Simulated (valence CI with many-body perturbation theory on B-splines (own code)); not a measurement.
Values are calculated unless marked as measured or tabulated.
# From CI to CI+MBPT in Eu LI

Level of theory: valence CI with perturbative core correlation (CI+MBPT): three valence electrons over a frozen Dirac-Fock core [Ne], radial functions for each j: 11 s, 11 p, 9 d, 7 f, 5 g, 2 h, 1 i, with the one-electron correlation potential Σ1 (screened to all orders), the two-electron term Σ2, the three-electron term Σ3, Breit, model QED; selected single and double excitations, second order for the rest (own B-spline code, finite nucleus).

The last digits are not significant, and no measured levels were compared; by estimate large intervals hold to a few tenths of a per cent, small ones and those within an open d or f shell to about a per cent.

Each rung adds one term. CI alone is the Dirac-Coulomb CI over the frozen core; QED comes last and gives the full result, which names the levels. Energies are above (3s^2 3p1/2) J=1/2 on the same rung, in eV.

Levels are named by their leading jj configuration (3d3/2^4 stands for four electrons in 3d with j = 3/2), which in mixed levels can hold well under half, so a name can repeat and another be missing. Letters in brackets count levels of one name in rising energy.

```tsv
Level	CI alone	+ Σ1	+ Σ2	+ Σ3	+ Breit	Full
(3s 3p1/2^2) J=1/2	129.95	129.70	129.68	129.69	131.98	129.41
(3s^2 3p3/2) J=3/2	171.73	171.85	171.92	171.92	169.68	169.91
(3s 3p1/2 3p3/2) J=3/2 [a]	278.15	278.02	278.28	278.31	278.33	276.04
(3s 3p1/2 3p3/2) J=5/2	292.99	292.86	293.00	293.03	292.55	290.29
(3s 3p1/2 3p3/2) J=3/2 [b]	311.28	311.16	311.11	311.13	310.56	308.56
(3s 3p1/2 3p3/2) J=1/2	319.71	319.58	319.16	319.16	319.24	316.90
(3s^2 3d3/2) J=3/2	363.26	363.16	362.59	362.55	360.01	359.48
(3s^2 3d5/2) J=5/2	395.26	395.27	394.99	394.96	390.87	390.67
(3p1/2^2 3p3/2) J=3/2	440.99	440.63	440.48	440.51	441.95	437.67
(3s 3p1/2 3d3/2) J=3/2 [a]	455.28	454.93	454.89	454.90	454.52	451.51
(3s 3p3/2^2) J=5/2	462.88	462.88	462.94	462.94	460.47	458.48
(3s 3p1/2 3d3/2) J=5/2	466.14	465.79	465.73	465.74	464.67	461.95
(3s 3p1/2 3d3/2) J=1/2	487.30	486.95	486.49	486.47	485.88	483.17
(3s 3p1/2 3d3/2) J=3/2 [b]	490.80	490.47	490.00	489.96	489.26	486.46
(3s 3p3/2^2) J=1/2	491.51	491.51	491.38	491.38	489.32	487.25
(3s 3p3/2^2) J=3/2	497.66	497.66	497.23	497.23	494.92	492.84
(3s 3p1/2 3d5/2) J=5/2 [a]	506.42	506.18	506.00	505.98	504.06	501.45
(3s 3p1/2 3d5/2) J=7/2	516.75	516.52	516.30	516.29	513.82	511.22
(3s 3p1/2 3d5/2) J=5/2 [b]	525.57	525.33	525.06	525.01	522.91	520.26
```

How does the ionisation energy move along the ladder, and which term matters most?

CI alone 4519.2, + Σ1 4520.3, + Σ2 4520.2, + Σ3 4520.1, + Breit 4514.7, + QED 4514.7 eV. The largest step is Breit, -5.5 eV. NIST lists 4513 ± 4 eV (theoretical).
